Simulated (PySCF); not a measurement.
# Two-dimensional NMR puzzle

Compound of formula C$_{8}$H$_{11}$FSi. Correlations simulated from computed shifts and the bond graph:

HSQC (one-bond C–H):
```tsv
δH	δC
5.58	95.9
2.24	107.6
1.85	50.2
1.49	16.0
1.30	16.0
0.89	18.2
0.75	8.9
0.49	4.1
0.25	8.9
0.08	4.1
```

COSY cross peaks (H two or three bonds apart, from the bond graph; peaks can be absent where the dihedral angle is near 90°):
```tsv
δH	δH
5.58	5.24
5.58	1.85
5.24	1.49
5.24	1.30
1.85	1.49
1.85	1.30
1.85	0.89
1.49	1.30
0.89	0.75
0.89	0.49
0.89	0.25
0.89	0.08
0.75	0.49
0.75	0.25
0.75	0.08
0.49	0.25
0.49	0.08
0.25	0.08
```

HMBC (two and three bonds, from the bond graph):
```tsv
δH	δC
5.58	87.4, 50.2, 18.2, 16.0
5.24	107.6, 95.9, 87.4, 50.2, 16.0
2.24	87.4
1.85	95.9, 18.2, 16.0, 8.9, 4.1
1.49	95.9, 87.4, 50.2, 18.2
1.30	95.9, 87.4, 50.2, 18.2
0.89	95.9, 50.2, 16.0, 8.9, 4.1
0.75	50.2, 18.2, 4.1
0.49	50.2, 18.2, 8.9
0.25	50.2, 18.2, 4.1
0.08	50.2, 18.2, 8.9
```

Carbons without hydrogens: δ 87.4.

[PySCF: coordinates at the GFN2-xTB level; shieldings: GIAO PBE0/pcSseg-1; a single conformation; in vacuum; non-relativistic]

References, each an isolated molecule treated in the same way: TMS for $^{1}$H (σ = 31.72 ppm) and $^{13}$C (σ = 186.93 ppm).

Exchangeable hydrogens are left out of these lists.

Task: Assemble the structure.

Result: `[C@@H]1(C2CC2)C[Si@@H](C#C)[C@@H]1F`.

Numbering as in the mapped SMILES `[CH:1]#[C:2][Si@@H:3]1[CH2:4][C@@H:5]([CH:6]2[CH2:7][CH2:8]2)[C@H:9]1[F:10]`; H(Xn) means a hydrogen on atom n. Ha(C4) is cis to C2 on the ring; Ha(C7), Ha(C8) are cis to C5 on the ring; Hb(C4) is trans to C2 on the ring; Hb(C7), Hb(C8) are trans to C5 on the ring.

1. δC 107.6 is C1, a terminal alkyne carbon (δH 2.24).
2. δC 95.9 is C9, an sp3 CH bonded to F and Si (δH 5.58).
3. δC 87.4 is C2, an alkyne carbon.
4. δC 50.2 is C5, an sp3 CH in a ring (δH 1.85).
5. δC 18.2 is C6, a three-membered-ring carbon (δH 0.89).
6. δC 16.0 is C4, an sp3 CH2 bonded to Si (δH 1.30, 1.49).
7. δC 8.9 is C7, a three-membered-ring carbon (δH 0.25, 0.75).
8. δC 4.1 is C8, a three-membered-ring carbon (δH 0.08, 0.49).
9. HMBC from δH 5.58 reaches the proton-free carbon C2.
10. HMBC from δH 5.24 reaches the proton-free carbon C2.
11. HMBC from δH 2.24 reaches the proton-free carbon C2.
12. HMBC from δH 1.49 reaches the proton-free carbon C2.
13. COSY links 5.58–5.24, 5.58–1.85, 5.24–1.49, 5.24–1.30, 1.85–1.49, 1.85–1.30.

The shifts were computed for this structure.

Shifts are as computed. Against solution values, carbons near 30 ppm lie about +3 ppm off and those near 130 ppm about +5 ppm. Of 1309 compounds with measured shifts, 239 miss one by over three times the rms of a fit or turn the order of signals round; such compounds aren't used in these exercises.
